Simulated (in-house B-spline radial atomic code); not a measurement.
# RPA and G0W0 on PBE0: Mg⁺

Configuration [Ne] 3s1, highest spin, mean-field start PBE0. Computed with a B-spline radial code for spherical atoms: all electrons, non-relativistic, point nucleus, each spin shell either full or empty, empty states to l = 9 with an (l + 1/2)⁻⁴ tail; G0W0 by contour deformation at full frequency.

RPA overbinds a lone outer s electron by self-correlation, and G0W0 tends to as well.

Command:
```bash
python run_gw.py task.json out
```
Settings (radii: box in bohr, nucleus in fm):
```
Z                        12
electrons                11
configuration            [Ne] 3s1
hamiltonian              nr
method                   pbe0
lmax                     9
spin_polarised           True
box_radius               23.78
intervals                49
ion_configuration        [He] 2s2 2p6
```

Run time, properties included: 2.6 s on 1 thread of Arm Neoverse N1, with other jobs on the host.

Energies (hartree):

```tsv
term	value
mean-field total	-199.69355
Hartree-Fock functional on these orbitals	-199.36746
direct second order	-0.70638
second-order exchange	0.26113
SOSEX correction	0.23587
```

(1) What is the RPA correlation energy, and what remains with SOSEX?

Quasi-particle levels (eV):

```json
{"level": "3s up", "occupied": "yes", "mean field": "-12.708", "Σx - vxc": "-2.06", "Σc": "?", "QP weight": "?", "G0W0": "?"}
{"level": "3s down", "occupied": "no", "mean field": "-9.045", "Σx - vxc": "3.13", "Σc": "-1.60", "QP weight": "0.911", "G0W0": "-7.517"}
```

G0W0 = mean field + (Σx - vxc) + Σc, with Σc (partial-wave tail included) taken at the quasi-particle energy. Only the outer levels were computed. Levels of low weight are left out.

(2) Where does G0W0 put 3s up?

(3) What does it cost to remove one electron (to [He] 2s2 2p6) by differences of total energies, each species on its own start (correlation terms add to the Hartree-Fock functional)?

## Answers

(1) RPA gives -0.61686 hartree (-1.53 eV per electron); RPA + SOSEX gives -0.38099, and the second-order doubles -0.44525 hartree (no singles). SOSEX takes back 38 % of the RPA value.

(2) At -15.559 eV, with Σc = -0.80 eV and a quasi-particle weight of 0.940. The tabulated removal energy is 15.035 eV (NIST, measured); the calculation leaves out relativity, Breit and QED terms, and what these don't explain is the method's own error.

(3) PBE0 15.232 eV, Hartree-Fock functional 14.701 eV, + RPA 15.495 eV, + RPA + SOSEX 14.968 eV, + second order 15.063 eV. Tabulated: 15.035 eV (NIST, measured); the calculation leaves out relativity, Breit and QED terms, and what these don't explain is the method's own error.
